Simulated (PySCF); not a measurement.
# Frontier orbitals and the lowest excitations

Species: C₆H₁₀O.
Numbering: `[CH2:1]=[C:2]1[CH2:3][CH:4]([O:5][CH3:6])[CH2:7]1` (hydrogens: H8, H9 on C1; H10, H11 on C3; H12 on C4; H13, H14, H15 on C6; H16, H17 on C7)

Geometry (GFN2-xTB, Å), atoms numbered from 1 in this order:
```
atom  x, y, z in Å
C1     2.7441   -0.0892    0.8519
C2     1.5283    0.0597    0.3712
C3     0.9531    0.8339   -0.7841
C4    -0.3689    0.0708   -0.5879
O5    -1.4789    0.9198   -0.4703
C6    -2.6903    0.2365   -0.2772
C7     0.1928   -0.5411    0.7203
H8     2.9452   -0.7318    1.6925
H9     3.5871    0.4277    0.4252
H10    0.8318    1.8958   -0.5764
H11    1.4461    0.7110   -1.7462
H12   -0.5518   -0.6894   -1.3616
H13   -3.4691    0.9945   -0.2219
H14   -2.6822   -0.3466    0.6511
H15   -2.9003   -0.4419   -1.1142
H16   -0.2526   -0.0917    1.6077
H17    0.1585   -1.6258    0.8100
```

Method used: TDDFT PBE0/def2-SVPD, vertical, gas phase, core orbitals frozen in the response in PySCF 2.14.0, density-fitted response routines.

Kohn–Sham orbitals with the atoms that hold most of them (Löwdin shares over 4%, at most four atoms; ? is withheld):

```
orbital  ε (eV)                           atoms
 LUMO+2    1.16     C1 25%, H8 8%, H9 8%, C6 8%
 LUMO+1    0.82   C6 22%, C7 9%, H14 9%, H15 7%
   LUMO    0.15                               ?
   HOMO   -7.14                               ?
 HOMO-1   -7.43    O5 52%, C7 10%, C4 8%, C6 8%
 HOMO-2   -8.77  O5 21%, C3 16%, C7 14%, C4 14%
 HOMO-3   -9.09  O5 20%, C2 16%, C3 15%, C1 11%
```

Task: Give the leading atoms of the HOMO.

Result: C1 (bonded to C and 2 H) 36%; C2 (bonded to 3 C) 30%; C7 (bonded to 2 C and 2 H) 6%; C3 (bonded to 2 C and 2 H) 6%.

Task: Give the leading atoms of the LUMO.

Result: C2 (bonded to 3 C) 27%; C1 (bonded to C and 2 H) 24%; C7 (bonded to 2 C and 2 H) 7%; C3 (bonded to 2 C and 2 H) 7%.

Task: How does S1 compare with the orbital gap of 7.29 eV?

Result: S1 is at 6.39 eV (f = 0.017), 0.90 eV below the gap, made of HOMO-1→LUMO (78%), HOMO→LUMO (20%). Its leading pair isn't HOMO and LUMO; the energies of that pair differ by 7.58 eV. Without the coupling terms of the response equations the lowest excitation would equal the gap.

Task: One configuration dominates each of S1 and S4. Which, and how do the shares of the two leading atoms of either orbital change from the occupied to the empty one?

Result: 
- S1 (6.39 eV, f 0.017), HOMO-1→LUMO (78%): O5 52% → at most 8%, C7 10% → 7%, C2 at most 8% → 27%, C1 at most 8% → 24%
- S4 (7.03 eV, f 0.0017), HOMO-1→LUMO+1 (74%): O5 52% → at most 8%, C7 10% → 9%, C6 8% → 22%

Löwdin shares depend on the basis, the more so with diffuse functions.

One conformer stands for the species.
